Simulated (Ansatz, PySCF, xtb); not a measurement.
Noncovalent pair: CHN (SMILES C#N) (first 3 atoms) with C2H6O (SMILES COC); geometry from B3LYP-D3(BJ)/def2-TZVP, rigid monomers moved along the line of their centres of mass till H3···O5 is 2.24 Å.
(charge 0, multiplicity 1):
```xyz
12

C     -0.293     0.188    -0.306
N     -0.362     0.310    -1.445
H     -0.227     0.074     0.765
C      0.112    -1.417     3.618
O     -0.082    -0.166     2.985
C     -0.030     0.927     3.883
H     -0.665    -1.602     4.368
H      1.093    -1.464     4.103
H      0.055    -2.184     2.847
H     -0.812     0.846     4.646
H     -0.188     1.834     3.302
H      0.946     0.982     4.379
```

Counterpoise-corrected where a basis set is named; no monomer relaxation. Rows marked so take none.

Rows in 3-21G, 6-311+G** carry no dispersion term and start afresh at each structure.

Codes used: Ansatz (an electronic-structure program); PySCF for 3-21G rows, 6-311+G** rows; xtb for the GFN methods. Values without a source in brackets are computed.

Question: One of these levels gives -233.1 meV for the interaction energy. Which?
A. HF/aug-cc-pVDZ
B. GFN1-xTB
C. B3LYP/6-311+G** (no counterpoise)
D. HF/3-21G (no counterpoise)

Answer: C, B3LYP/6-311+G** (no counterpoise). The others give -112.8 (GFN1-xTB), -430.6 (HF/3-21G (no counterpoise)), -208.9 (HF/aug-cc-pVDZ)
